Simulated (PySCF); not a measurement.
C3H7NOSi, SMILES C1O[SiH2]NCC=1.

Coordinates come from a B3LYP-D3(BJ)/def2-SVP optimisation. The structure was generated by enumeration, and PubChem lists no compound with its InChIKey, so it may never have been made. Other conformers were not sampled.

Calculation: SMD-PBE0/def2-SVP (PySCF).

Solvation free energies are E(SMD) − E(gas) at the gas-phase geometry, for 1 M in both phases. In vacuum the dipole moment is 1.98 D.

| solvent | ΔG(solv) (kcal/mol) | its non-electrostatic (CDS) part | dipole (D) |
|---|---|---|---|
| water | -1.8 | 3.4 | 2.77 |
| methanol | -4.3 | 0.7 | 2.74 |
| chloroform | -4.0 | -0.9 | 2.44 |
